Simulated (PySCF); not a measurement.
Low-lying terms of Cr⁶⁺ (chromium, charge +6)

Ground state [Ar], ¹S. Calculation: PySCF 2.14, in x2c-SVPall with two added diffuse shells each of s, d type (7s3p5d1f, 48 functions); the spin-free X2C one-electron Hamiltonian (Gaussian nucleus). Vertical excitation energies in eV without spin-orbit coupling; excited terms of each kind are numbered among those the solver found. Frozen: [Ne].

```tsv
term	leading excitation	EOM-EE-CCSD
1 3P°	3p → d	43.811
1 3F°	3p → d	45.736
1 1D°	3p → d	48.499
1 3D°	3p → d	48.694
1 1F°	3p → d	49.024
1 1P°	3p → d	62.657
1 3D	3s → d	77.806
1 1D	3s → d	80.080
```

The solver can miss terms.
